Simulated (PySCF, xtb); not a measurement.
C4H6OSe, SMILES C=C1OC[C@H]1[SeH].

GFN2-xTB in xtb at its own geometry gives an orbital gap of 3.77 eV and a dipole moment of 2.33 D.

The structure is a stationary point at PBE0-D3(BJ)/def2-SVP. The structure was generated by enumeration; whether it is a known compound was not checked. The values are those of a single conformer.

Q: What does CAM-B3LYP/def2-TZVP (PySCF) give? (An estimate is asked for; the answer gives what the named calculation found.)

A: gap 8.80 eV (levels -7.97 and 0.83 eV), dipole 2.20 D.
